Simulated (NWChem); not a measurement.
System: SiCl3, doublet; SMILES Cl[Si](Cl)Cl

NWChem input:

```
start job
memory heap 200 mb stack 700 mb global 900 mb
geometry units angstroms noautosym nocenter noautoz
  Cl     1.882479    -0.464875    -0.150652
  Si     0.000000     0.000000     0.544603
  Cl    -1.343833    -1.397837    -0.150652
  Cl    -0.538646     1.862712    -0.150652
end
basis spherical
  * library cc-pcvtz
end
dft
  odft
  mult 2
  xc xpbe96 cpbe96
  iterations 150
  semidirect filesize 400000000
end
property
  hyperfine
end
task dft property
```

In the optimisation the excess spin sits in a (C3, its own frame). Geometry: optimised at PBE0/def2-SVP, spin-unrestricted. No stability test was run on the SCF state.

Fermi-contact couplings, non-relativistic, static geometry.

Atoms are numbered as in the input.

Question: What results follow from this input? (PBE/cc-pCVTZ, spin-unrestricted, contact and dipolar terms.) Quantities: basis functions; A(iso) 29Si atom 2 (MHz); A(iso) 35Cl atom 4 (MHz); <S²>.

Answer: 
```yaml
number_of_basis_functions: 236
A(iso) 29Si atom 2 (MHz): -1109
A(iso) 35Cl atom 4 (MHz): 27.7
"<S²>": 0.752
```
